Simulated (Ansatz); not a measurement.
Geometry optimisation, Ansatz 0.2.0, UKS PBE0/def2-SVP.

input.yaml

```yaml
crystal:
  periodic: [false, false, false]
  atoms:
    - { symbol: Zn, position_ang: [-1.001548, -1.411952, -1.066088] }
    - { symbol: H, position_ang: [0.041049, -1.966493, -0.094766] }
    - { symbol: Cl, position_ang: [-2.418221, -0.53804, -2.368733] }
    - { symbol: H, position_ang: [0.635578, -0.311722, 0.708098] }
    - { symbol: C, position_ang: [0.677768, 0.775777, 0.709618] }
    - { symbol: H, position_ang: [-0.338214, 1.18221, 0.593462] }
    - { symbol: H, position_ang: [1.297566, 1.117992, -0.131899] }
    - { symbol: H, position_ang: [1.106022, 1.152228, 1.650309] }
magnetization:
  spin_polarized: true
basis:
  gaussian: { orbitals: def2-SVP }
hamiltonian:
  xc: pbe0
relax:
  f_tol: 0.03
  max_steps: 50
```

Run as:

```bash
$ ansatz run input.yaml --threads 2 --pin off --max-ram 3072MiB --backend cpu --events-out ev --progress --plain --runs-dir out
```

Question: Where does it end, and by what steps?

Answer: It converged. The force dipped under the threshold on the way, but the program's further checks kept it going. After 13 steps the energy has fallen by 0.171 eV; Cl3 moved furthest, 0.78 Å.

```tsv
step	energy less start (eV)	largest force component (eV/Å)	accepted
0	0.0000	0.519	yes
1	-0.0722	0.160	yes
2	-0.1025	0.127	yes
3	-0.1175	0.085	yes
4	-0.1321	0.107	yes
5	-0.1470	0.265	yes
6	-0.1593	0.179	yes
7	-0.1660	0.176	yes
8	-0.1698	0.043	yes
9	-0.1704	0.006	yes
10	-0.1703	0.107	no
11	-0.1708	0.009	yes
12	-0.1708	0.057	yes
13	-0.1710	0.010	yes
```

```xyz
8
Properties=species:S:1:pos:R:3
Zn -0.970 -1.533 -0.966
H -0.061 -2.648 -0.451
Cl -2.304 -0.084 -1.750
H 0.789 -0.208 0.903
C 0.665 0.851 0.631
H -0.244 0.996 0.028
H 1.541 1.179 0.055
H 0.585 1.446 1.550
```

Run time: 16 s on 2 threads of AMD EPYC 9R45 96-Core Processor (Zen 5), with other jobs on the host, peak memory 0.28 GiB.
